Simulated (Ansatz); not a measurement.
`NB1NCO1`, relaxed with RKS PBE-D4/def2-SVP in Ansatz from a rough embedded geometry. The force threshold is 0.03 eV/Å; the program also tests the step.

Total charge 0; spin multiplicity 1.

Start:

```xyz
10

N    -0.164    1.674   -1.014
B    -0.366    0.402   -0.298
N     0.380   -0.922   -0.417
C     0.145   -1.137    1.068
O    -0.569    0.066    1.150
H    -1.057    2.307   -0.784
H    -0.267    1.491   -2.028
H     1.399   -0.724   -0.483
H    -0.546   -2.032    1.191
H     1.045   -1.124    1.616
```

(1) How much energy does the relaxation release, and in how many steps? (Estimate.)

(2) Which bonds change most? (Best estimate.)

(3) Give the relaxed structure. (Estimate.)

Answers

(1) The calculation gave: 30.98 kcal/mol, in 7 steps.

(2) The calculation gave: N1–H6 from 1.118 to 1.018 Å; B2–O5 from 1.501 to 1.414 Å; B2–N3 from 1.524 to 1.452 Å; N1–B2 from 1.474 to 1.409 Å.

(3) Computed: 
```xyz
10

N    -0.445    1.546   -1.014
B    -0.217    0.398   -0.230
N     0.506   -0.852   -0.383
C     0.126   -1.069    1.013
O    -0.686    0.122    1.076
H    -1.059    2.294   -0.696
H    -0.154    1.624   -1.985
H     1.446   -1.044   -0.726
H    -0.486   -1.984    1.199
H     0.968   -1.036    1.746
```
